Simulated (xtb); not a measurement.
GaN (SMILES [N]=[Ga]), triplet, geometry from GFN2-xTB (such geometries of metal compounds can be far from the true shape); GFN2-xTB (xtb).

Input for xtb:
```
$ xtb mol.xyz --gfn 2 --uhf 2 --grad --json

# file mol.xyz
2

Ga    -0.00000000    -0.00000000    -0.33032633
N      0.00000000     0.00000000     1.46287374
```

Output, abridged:

```
   ID    Z sym.   atoms
    1   31 Ga     1
    2    7 N      2

           -------------------------------------------------
          |                Calculation Setup                |
           -------------------------------------------------

           -------------------------------------------------
          |                 G F N 2 - x T B                 |
           -------------------------------------------------

          ...................................................
          :                      SETUP                      :
          :.................................................:
          :  # basis functions                  14          :
          :  # atomic orbitals                  13          :
          :  # shells                            5          :
          :  # electrons                         8          :
          :  max. iterations                   250          :
          :  Hamiltonian                  GFN2-xTB          :
          :  restarted?                      false          :
          :  GBSA solvation                  false          :
          :  PC potential                    false          :
          :  electronic temp.          300.0000000     K    :
          :  accuracy                    1.0000000          :
          :  -> integral cutoff          0.2500000E+02      :
          :  -> integral neglect         0.1000000E-07      :
          :  -> SCF convergence          0.1000000E-05 Eh   :
          :  -> wf. convergence          0.1000000E-03 e    :
          :  Broyden damping             0.4000000          :
          :  net charge                          0          :
          :  unpaired electrons                  2          :
          ...................................................

 iter      E             dE          RMSdq      gap      omega  full diag
   1     -3.9515638 -0.395156E+01  0.368E+01    4.12       0.0  T
   2     -3.9748535 -0.232897E-01  0.155E+01    5.28       1.0  T
   3     -3.9751888 -0.335231E-03  0.791E+00    4.79       1.0  T
   4     -3.9762815 -0.109279E-02  0.791E-01    4.92       1.0  T
   5     -3.9762968 -0.152669E-04  0.154E-01    4.93       1.0  T
   6     -3.9763024 -0.559985E-05  0.961E-02    4.95       1.0  T
   7     -3.9763025 -0.774218E-07  0.728E-03    4.95       9.7  T
   8     -3.9763026 -0.724636E-07  0.132E-03    4.95      53.5  T
   9     -3.9763026 -0.163180E-08  0.328E-04    4.95     215.8  T
  10     -3.9763026 -0.237899E-11  0.142E-04    4.95     498.4  T

   *** convergence criteria satisfied after 10 iterations ***

 transition dipole moment (au) for excitation:           4           5
     X       Y       Z
   0.0197  -0.0305  -0.0000  total (au/Debye):    0.036   0.092
 dE (eV)             :    0.448
 oscillator strength :  0.20420E-04

         :::::::::::::::::::::::::::::::::::::::::::::::::::::
         ::                     SUMMARY                     ::
         :::::::::::::::::::::::::::::::::::::::::::::::::::::
         :: total energy              -3.967203605204 Eh    ::
         :: gradient norm              0.000000833216 Eh/a0 ::
         :: HOMO-LUMO gap              4.948054789362 eV    ::
         ::.................................................::
         :: SCC energy                -3.976302557875 Eh    ::
         :: -> isotropic ES            0.016153412948 Eh    ::
         :: -> anisotropic ES          0.006868593788 Eh    ::
         :: -> anisotropic XC          0.001717808966 Eh    ::
         :: -> dispersion             -0.000545523076 Eh    ::
         :: repulsion energy           0.009098952671 Eh    ::
         :: add. restraining           0.000000000000 Eh    ::
         :: total charge               0.000000000000 e     ::
         :::::::::::::::::::::::::::::::::::::::::::::::::::::

           -------------------------------------------------
          |                Property Printout                |
           -------------------------------------------------

    * Orbital Energies and Occupations

         #    Occupation            Energy/Eh            Energy/eV
      -------------------------------------------------------------
         1        2.0000           -0.5531245             -15.0513
         2        2.0000           -0.4735065             -12.8848
         3        1.5000           -0.3735917             -10.1659
         4        1.5000           -0.3735917             -10.1659
         5        1.0000           -0.3571237              -9.7178 (HOMO)
         6                         -0.1752861              -4.7698 (LUMO)
         7                         -0.1752861              -4.7698
         8                         -0.0805702              -2.1924
         9                         -0.0448486              -1.2204
        10                         -0.0448486              -1.2204
        11                          0.0556753               1.5150
        12                          0.0556753               1.5150
        13                          0.5354113              14.5693
      -------------------------------------------------------------
                  HL-Gap            0.1818377 Eh            4.9481 eV
             Fermi-level           -0.3198983 Eh           -8.7049 eV

     #   Z          covCN         q      C6AA      α(0)
     1  31 Ga       0.809     0.306   321.522    45.868
     2   7 N        0.809    -0.306    28.502     7.779

 Mol. C6AA /au·bohr⁶  :        516.404492
 Mol. C8AA /au·bohr⁸  :      45059.448203
 Mol. α(0) /au        :         53.646796

Wiberg/Mayer (AO) data.
largest (>0.10) Wiberg bond orders for each atom

 ---------------------------------------------------------------------------
     #   Z sym  total        # sym  WBO       # sym  WBO       # sym  WBO
 ---------------------------------------------------------------------------
     1  31 Ga   1.565 --     2 N    1.565
     2   7 N    1.565 --     1 Ga   1.565
 ---------------------------------------------------------------------------

Topologies differ in total number of bonds
Writing topology from bond orders to xtbtopo.mol

molecular dipole:
                 x           y           z       tot (Debye)
 q only:        0.000       0.000      -1.038
   full:        0.000       0.000      -1.846       4.692
molecular quadrupole (traceless):
                xx          xy          yy          xz          yz          zz
 q only:        1.110       0.000       1.110       0.000       0.000      -2.221
  q+dip:        0.669       0.000       0.669       0.000      -0.000      -1.337
   full:        2.416      -0.000       2.416       0.000       0.000      -4.833

           -------------------------------------------------
          | TOTAL ENERGY               -3.967203605204 Eh   |
          | GRADIENT NORM               0.000000833216 Eh/α |
          | HOMO-LUMO GAP               4.948054789362 eV   |
           -------------------------------------------------

normal termination of xtb
```
